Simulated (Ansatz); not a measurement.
Start from `NCOCF` and change one atom or group to get `CBOCN`.

Ansatz, PBE0-D4/def2-TZVP geometries, multiplicity 1. Each molecule was computed in one conformer, which needn't be the lowest.

| property | `NCOCF` |
| --- | --- |
| HOMO energy (ωB97M-V/def2-TZVPP) / eV | -10.18 |
| size of the dipole moment (PBE/def2-TZVPP) / D | 1.55 |
| HOMO–LUMO gap (B3LYP/def2-TZVPP) / eV | 8.32 |
| LUMO energy (PBE/def2-TZVPP) / eV | 0.36 |
| LUMO energy (PBE0/def2-TZVPP) / eV | 1.20 |
| HOMO–LUMO gap (ωB97M-V/def2-TZVPP) / eV | 12.76 |

(1) What does the change do to each property? (Estimate.)

## Answers

(1) Computed: 
| property | `CBOCN` | shift |
| --- | --- | --- |
| HOMO energy (ωB97M-V/def2-TZVPP) / eV | -9.85 | 0.33 |
| size of the dipole moment (PBE/def2-TZVPP) / D | 2.10 | 0.55 |
| HOMO–LUMO gap (B3LYP/def2-TZVPP) / eV | 7.27 | -1.05 |
| LUMO energy (PBE/def2-TZVPP) / eV | -0.66 | -1.02 |
| LUMO energy (PBE0/def2-TZVPP) / eV | 0.35 | -0.85 |
| HOMO–LUMO gap (ωB97M-V/def2-TZVPP) / eV | 12.00 | -0.76 |

With PBE0 the HOMO rises by 0.34 eV and the LUMO falls by 0.85 eV, so the gap narrows by about 1.19 eV. PBE moves the HOMO by 0.31 eV and ωB97M-V by 0.33 eV. Dipoles are sizes alone; their direction can turn.

B3LYP here is the variant with VWN-RPA as its local correlation; programs differ in this.
